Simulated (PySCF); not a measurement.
Solvent effects on NMR parameters

Mapped SMILES: `[CH3:1][CH2:2][CH2:3]/[C:4]([C:5]#[N:6])=[CH:7]\[C:8]#[N:9]`; H(Xn) means a hydrogen on atom n.

GIAO PBE0/pcSseg-1 in PySCF 2.14 on one PBE0-D3(BJ)/def2-SVP conformer, non-relativistic, equivalent nuclei averaged. Solvents enter as an IEF-PCM continuum (cyclohexane with ε = 2.0, chloroform with ε = 4.7) around the gas-phase geometry. Shifts are referred to TMS computed in the same medium.

In cyclohexane, δ in ppm: C4 148.8, C5 124.4, C8 121.2, C7 119.9, C3 40.7, C2 26.1, C1 16.1, H(C7) 5.91, H(C3) 2.44, H(C2) 1.49, H(C1) 1.15. Dipole moment 1.53 D.

Q: How does each δ change in the more polar medium?

A: 
| atoms | environment | Δδ, chloroform |
| --- | --- | --- |
| C4 | fully substituted alkene carbon | +1.2 |
| C5 | nitrile carbon | +1.3 |
| C8 | nitrile carbon | +1.5 |
| C7 | alkene CH | +1.1 |
| C3 | allylic sp3 CH2 | +0.5 |
| C2 | sp3 CH2 | +0.4 |
| C1 | methyl carbon | +0.1 |
| H(C7) | hydrogen on an alkene CH | +0.16 |
| H(C3) | hydrogen on an allylic sp3 CH2 | +0.06 |
| H(C2) | hydrogen on an sp3 CH2 | 0.00 |
| H(C1) | hydrogen on a methyl carbon | -0.01 |

Changes are relative to cyclohexane. The dipole moment becomes 1.54 D in chloroform.

Q: Which of the listed nuclei move most (in ppm), and what does the model miss? (N and O are left out, as their reference compounds move with the solvent too.)

A: C8 (nitrile carbon, +1.5 ppm) in chloroform. A continuum only polarises the solute; specific hydrogen bonds, the anisotropy of aromatic solvents and changes of geometry or conformer are outside it.
